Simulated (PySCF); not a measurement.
**Correlation energy of Co³⁺ (cobalt, charge +3)**

[Ar] 3d6, high-spin 5D determinant. Computed with PySCF 2.14 in aug-cc-pVTZ, with no relativity, point nucleus. Frozen: [Ar]; 6 electrons correlated.

| level | correlation energy (mhartree) |
| --- | --- |
| CCSD | -121.41 |
| (T) | -1.30 |
| CCSD(T) | -122.71 |

Diagnostics: T1 = 0.0032, D1 = 0.0054, largest double amplitude 0.016.

Cost of the coupled-cluster step: roughly 9 core-seconds, for 6 correlated electrons.
